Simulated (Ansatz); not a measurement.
Consider the redistribution: `COB(C)F` + `CB[SiH2]O` → `CBOC` + `CB(F)[SiH2]O`.

Gas-phase electronic energies from Ansatz, PBE0-D4/def2-TZVP geometries. CCSD(T)/CBS is the MP2 limit (def2-TZVPP, def2-QZVPP) plus CCSD(T) − MP2 in def2-TZVPP, frozen cores. DFT in def2-TZVPP. B3LYP here is the variant with VWN-RPA as its local correlation; programs differ in this. Each species was taken in one conformer, which may not be the lowest.

| level | ΔE (kJ/mol) | difference from CCSD(T)/CBS |
| --- | --- | --- |
| PBE-D4 | -4.7 | -4.5 |
| r2SCAN-D4 | 0.9 | 1.1 |
| PBE0-D4 | -0.2 | 0.0 |
| B3LYP-D4 | -2.4 | -2.2 |
| ωB97X-V | -1.1 | -0.9 |
| ωB97M-V | -0.5 | -0.3 |
| B2PLYP | -3.1 | -2.9 |
| PBE | -5.9 | -5.7 |
| r2SCAN | 0.6 | 0.8 |
| PBE0 | -1.2 | -1.0 |
| B3LYP | -4.3 | -4.1 |
| HF/def2-TZVPP | 4.7 | 4.9 |
| MP2/def2-TZVPP | -0.7 | -0.5 |
| SCS-MP2/def2-TZVPP | -1.2 | -1.0 |
| CCSD/def2-TZVPP | 1.2 | 1.4 |
| CCSD(T)/def2-TZVPP | -0.4 | -0.2 |
| HF/def2-QZVPP | 4.6 | 4.8 |
| MP2/def2-QZVPP | -0.7 | -0.5 |
| SCS-MP2/def2-QZVPP | -1.1 | -0.9 |
| HF/CBS(def2) | 4.6 | 4.8 |
| MP2/CBS(def2) | -0.5 | -0.3 |
| CCSD/CBS(def2) | 1.3 | 1.5 |
| CCSD(T)/CBS | -0.2 | 0 |

Largest T1 diagnostic among the species: 0.013.

From PBE to PBE0 (25 % exact exchange), in def2-TZVPP and without D4, ΔE moves by +4.7 kJ/mol. In def2-TZVPP, CCSD(T) changes the Hartree–Fock value by −5.1 kJ/mol (the triples alone add −1.6 kJ/mol) and MP2 by −5.5 kJ/mol.
